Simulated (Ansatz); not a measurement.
Computed with Ansatz on PBE0-D4/def2-TZVP structures; ΔE is electronic, products minus reactants. CCSD(T)/CBS is the MP2 limit (def2-TZVPP, def2-QZVPP) plus CCSD(T) − MP2 in def2-TZVPP, frozen cores. This one scheme is used for every species. Functionals use def2-TZVPP. One conformer a species, not always the lowest.

Reaction (cleavage of the B–Al bond): `[BH2][AlH2]` + `O[SiH](O)[SiH3]` → `BO[SiH](O)[SiH3]` + `[AlH3]`

CCSD(T)/CBS gives -1.73 eV.

Problem. Another level gave -1.72 eV. Which?
A. r2SCAN-D4/def2-TZVPP
B. PBE0-D4/def2-TZVPP
C. HF/def2-TZVPP
D. PBE/def2-TZVPP

Solution. A. r2SCAN-D4 -1.72, HF/def2-TZVPP -1.81, PBE0-D4 -1.66, PBE -1.59 eV.

Largest T1 diagnostic among the species: 0.014.

From PBE to PBE0 (25 % exact exchange), in def2-TZVPP and without D4, ΔE moves by −0.04 eV. The D4 term adds −0.05 eV with B3LYP and −0.03 eV with PBE0; it sums over pairs of atoms, weighted by their polarisabilities, and B3LYP, whose exchange is more repulsive, gets the larger term.

B3LYP here is the variant with VWN-RPA as its local correlation; programs differ in this.
